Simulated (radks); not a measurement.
The mean radii <r> (bohr) of the occupied orbitals of an atom or ion are listed with their occupations. Calculated with a radial shooting solver on a logarithmic mesh with Libxc functionals: Dirac Kohn-Sham, PBEsol, spin-unpolarised, spherical densities, finite nucleus; Fermi nuclear charge, rms radius of each element as measured or else 0.836 A^(1/3) + 0.57 fm.

orbital      occ.     <r>
1s1/2           2  0.2299
2s1/2           2   1.173
2p1/2    0.333333   1.139
2p3/2    0.666667   1.139

Name the element and its charge. Open shells, if any, are shared by 2j + 1.

Answer. Z = 7, nitrogen, charge +2: N2+ in [He] 2s2 2p1. The 1s radius gives Z: for a bare nucleus <r> = (2 gamma + 1)/(2Z) with gamma = sqrt(1 - (Z/c)^2), 0.2141 bohr for Z = 7, and screening makes it slightly larger (0.2299 here). The occupations add up to 5, and the charge is Z minus that.
